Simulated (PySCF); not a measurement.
PySCF input (BP86/6-31G* with LANL2DZ past Ar (5d)):

```python
from pyscf import gto, dft

mol = gto.M(
    atom='''
    C     2.68393600    0.54521700   -0.87319800
    C     1.64485300    0.21086900    0.13456200
    N     0.28822000    0.36904700   -0.37993100
    C    -0.07136300    1.75868400   -0.62193900
    Ge   -1.02129700   -0.69627200    0.38081700
    H     3.67350300    0.85634300   -0.56776000
    H     2.49579900    0.34616400   -1.91947600
    H     1.76819000   -0.83800600    0.44822900
    H     1.81153800    0.80988700    1.04762900
    H    -0.06263000    2.37324600    0.29289900
    H    -1.06829100    1.81842100   -1.06110200
    H     0.63061400    2.21137800   -1.32699900
    H    -0.49888200   -2.14152900    0.35101100
    H    -2.28768200   -0.52760200   -0.47376500
    H    -1.34276600   -0.29952900    1.84614000
    ''',
    basis={'default': '6-31g*', 'Ge': 'lanl2dz'},
    ecp={'Ge': 'lanl2dz'},
    charge=0,
    spin=1,
    verbose=4,
)

mf = dft.UKS(mol, xc='bp86')
mf.grids.level = 3
mf.conv_tol = 1e-9
mf.max_cycle = 100
mf.max_memory = 1500
mf.kernel()
if not mf.converged:
    mf = mf.newton()
    mf.kernel(mf.make_rdm1())
mo, _, stable, _ = mf.stability(return_status=True)
if not stable:
    mf.kernel(mf.make_rdm1(mo, mf.mo_occ))
    stable = mf.stability(return_status=True)[2]
mf.dip_moment()
```

Output:

```
PySCF version 2.14.0

[INPUT] verbose = 4
[INPUT] num. atoms = 15
[INPUT] num. electrons = 39
[INPUT] charge = 0
[INPUT] spin (= nelec alpha-beta = 2S) = 1
[INPUT] symmetry False subgroup None
[INPUT] Mole.unit = angstrom
[INPUT] Symbol           X                Y                Z      unit          X                Y                Z       unit  Magmom
[INPUT]  1 C      2.683936000000   0.545217000000  -0.873198000000 AA    5.071903975861   1.030310808457  -1.650105072518 Bohr   0.0
[INPUT]  2 C      1.644853000000   0.210869000000   0.134562000000 AA    3.108321685169   0.398484658161   0.254285326774 Bohr   0.0
[INPUT]  3 N      0.288220000000   0.369047000000  -0.379931000000 AA    0.544656863622   0.697397757092  -0.717965536232 Bohr   0.0
[INPUT]  4 C     -0.071363000000   1.758684000000  -0.621939000000 AA   -0.134856525427   3.323431099655  -1.175294376186 Bohr   0.0
[INPUT]  5 Ge    -1.021297000000  -0.696272000000   0.380817000000 AA   -1.929971621840  -1.315763388203   0.719639833578 Bohr   0.0
[INPUT]  6 H      3.673503000000   0.856343000000  -0.567760000000 AA    6.941914587768   1.618253738688  -1.072910904483 Bohr   0.0
[INPUT]  7 H      2.495799000000   0.346164000000  -1.919476000000 AA    4.716376571963   0.654155154184  -3.627283942676 Bohr   0.0
[INPUT]  8 H      1.768190000000  -0.838006000000   0.448229000000 AA    3.341394836195  -1.583601830742   0.847030051088 Bohr   0.0
[INPUT]  9 H      1.811538000000   0.809887000000   1.047629000000 AA    3.423310684242   1.530464621846   1.979731890152 Bohr   0.0
[INPUT] 10 H     -0.062630000000   2.373246000000   0.292899000000 AA   -0.118353547182   4.484784966220   0.553498892159 Bohr   0.0
[INPUT] 11 H     -1.068291000000   1.818421000000  -1.061102000000 AA   -2.018777411338   3.436317669158  -2.005192170228 Bohr   0.0
[INPUT] 12 H      0.630614000000   2.211378000000  -1.326999000000 AA    1.191687750316   4.178898777888  -2.507664677572 Bohr   0.0
[INPUT] 13 H     -0.498882000000  -2.141529000000   0.351011000000 AA   -0.942750348475  -4.046903297814   0.663314656710 Bohr   0.0
[INPUT] 14 H     -2.287682000000  -0.527602000000  -0.473765000000 AA   -4.323092440097  -0.997023282773  -0.895286097405 Bohr   0.0
[INPUT] 15 H     -1.342766000000  -0.299529000000   1.846140000000 AA   -2.537459989378  -0.566027776365   3.488698987605 Bohr   0.0

nuclear repulsion = 161.317865555909
number of shells = 48
number of NR pGTOs = 160
number of NR cGTOs = 84
basis = {'default': '6-31g*', 'Ge': 'lanl2dz'}
ecp = {'Ge': 'lanl2dz'}

******** <class 'pyscf.dft.uks.UKS'> ********
method = UKS
initial guess = minao
damping factor = 0
level_shift factor = 0
DIIS = <class 'pyscf.scf.diis.CDIIS'>
diis_start_cycle = 1
diis_space = 8
diis_damp = 0
SCF conv_tol = 1e-09
SCF conv_tol_grad = None
SCF max_cycles = 100
direct_scf = True
direct_scf_tol = 1e-13
number electrons alpha = 20  beta = 19
XC library pyscf.dft.libxc version 7.1.2
    S. Lehtola, C. Steigemann, M. J. T. Oliveira, and M. A. L. Marques,  SoftwareX 7, 1–5 (2018)
XC functionals = bp86
    A. D. Becke,  Phys. Rev. A 38, 3098 (1988)
    J. P. Perdew,  Phys. Rev. B 33, 8822 (1986)
    J. P. Perdew,  Phys. Rev. B 34, 7406–7406 (1986)
radial grids:
    Treutler-Ahlrichs [JCP 102, 346 (1995); DOI:10.1063/1.469408] (M4) radial grids

becke partition: Becke, JCP 88, 2547 (1988); DOI:10.1063/1.454033
pruning grids: <function nwchem_prune>
grids dens level: 3
symmetrized grids: False
atomic radii adjust function: <function treutler_atomic_radii_adjust>
small_rho_cutoff = 0
Set gradient conv threshold to 3.16228e-05
tot grids = 174976
init E= -166.731947795418
  alpha nocc = 20  HOMO = -0.200797089696001  LUMO = 0.0249696154275227
  beta  nocc = 19  HOMO = -0.226414168474424  LUMO = -0.200797089696001

WARN: HOMO -0.200797089696001 >= LUMO -0.200797089696001

cycle= 1 E= -178.540226463947  delta_E= -11.8  |g|= 0.544  |ddm|=  2.7
  alpha nocc = 20  HOMO = -0.0731503099592796  LUMO = 0.00106619814970803
  beta  nocc = 19  HOMO = -0.108230817875585  LUMO = -0.0352969724197667
  HOMO = -0.0731503099593  LUMO = -0.0352969724198  gap/eV = 1.03004
cycle= 2 E= -178.243696001943  delta_E= 0.297  |g|= 0.944  |ddm|= 2.16
  alpha nocc = 20  HOMO = -0.1740303777084  LUMO = -0.016166572922705
  beta  nocc = 19  HOMO = -0.219441351160775  LUMO = -0.0968983425813814
  HOMO = -0.174030377708  LUMO = -0.0968983425814  gap/eV = 2.09887
cycle= 3 E= -178.738585842994  delta_E= -0.495  |g|= 0.234  |ddm|= 1.64
  alpha nocc = 20  HOMO = -0.16933509571662  LUMO = 0.00784742062918831
  beta  nocc = 19  HOMO = -0.169866537017983  LUMO = -0.0918704428043746
  HOMO = -0.169335095717  LUMO = -0.0918704428044  gap/eV = 2.10792
cycle= 4 E= -178.766888543328  delta_E= -0.0283  |g|= 0.0697  |ddm|= 0.361
  alpha nocc = 20  HOMO = -0.160202949928753  LUMO = 0.00528861738980169
  beta  nocc = 19  HOMO = -0.174136449062475  LUMO = -0.0768747670711925
  HOMO = -0.160202949929  LUMO = -0.0768747670712  gap/eV = 2.26748
cycle= 5 E= -178.768776000729  delta_E= -0.00189  |g|= 0.0235  |ddm|= 0.0845
  alpha nocc = 20  HOMO = -0.164533669293358  LUMO = 0.00347769959289401
  beta  nocc = 19  HOMO = -0.175512671312685  LUMO = -0.0798213477725902
  HOMO = -0.164533669293  LUMO = -0.0798213477726  gap/eV = 2.30514
cycle= 6 E= -178.769098297188  delta_E= -0.000322  |g|= 0.00356  |ddm|= 0.028
  alpha nocc = 20  HOMO = -0.164823707124603  LUMO = 0.00402088982659876
  beta  nocc = 19  HOMO = -0.175455113293813  LUMO = -0.0797752759640584
  HOMO = -0.164823707125  LUMO = -0.0797752759641  gap/eV = 2.31429
cycle= 7 E= -178.769105715603  delta_E= -7.42e-06  |g|= 0.00109  |ddm|= 0.00654
  alpha nocc = 20  HOMO = -0.164923151457956  LUMO = 0.00398125203929034
  beta  nocc = 19  HOMO = -0.175614414995726  LUMO = -0.0796803687318786
  HOMO = -0.164923151458  LUMO = -0.0796803687319  gap/eV = 2.31957
cycle= 8 E= -178.769106377198  delta_E= -6.62e-07  |g|= 0.000627  |ddm|= 0.00186
  alpha nocc = 20  HOMO = -0.16499889585413  LUMO = 0.00395790244167493
  beta  nocc = 19  HOMO = -0.175621955714773  LUMO = -0.0796919497045057
  HOMO = -0.164998895854  LUMO = -0.0796919497045  gap/eV = 2.32132
cycle= 9 E= -178.769106509436  delta_E= -1.32e-07  |g|= 0.000156  |ddm|= 0.000728
  alpha nocc = 20  HOMO = -0.164977984106403  LUMO = 0.00395911134865834
  beta  nocc = 19  HOMO = -0.175602753750402  LUMO = -0.0796593540109978
  HOMO = -0.164977984106  LUMO = -0.079659354011  gap/eV = 2.32164
cycle= 10 E= -178.769106557277  delta_E= -4.78e-08  |g|= 4e-05  |ddm|= 0.000249
  alpha nocc = 20  HOMO = -0.164968119548501  LUMO = 0.00396023303367343
  beta  nocc = 19  HOMO = -0.17559804992139  LUMO = -0.0796500816102039
  HOMO = -0.164968119549  LUMO = -0.0796500816102  gap/eV = 2.32162
cycle= 11 E= -178.769106557727  delta_E= -4.5e-10  |g|= 3.15e-05  |ddm|= 8.18e-05
  alpha nocc = 20  HOMO = -0.16498179415036  LUMO = 0.00396211913407996
  beta  nocc = 19  HOMO = -0.175603749919935  LUMO = -0.0796633674426612
  HOMO = -0.16498179415  LUMO = -0.0796633674427  gap/eV = 2.32163
Extra cycle  E= -178.769106556949  delta_E= 7.79e-10  |g|= 5.1e-05  |ddm|= 9.41e-05
converged SCF energy = -178.769106556949  <S^2> = 0.75334745  2S+1 = 2.0033447
uhf_internal: lowest eigs of H = [0.51405375 0.52430456 0.53636705]
<class 'pyscf.dft.uks.UKS'> wavefunction is stable in the internal stability analysis
Dipole moment(X, Y, Z, Debye):  0.18821,  0.26030,  0.37603
```

The geometry given is a B3LYP-D3(BJ)/def2-TZVP minimum.
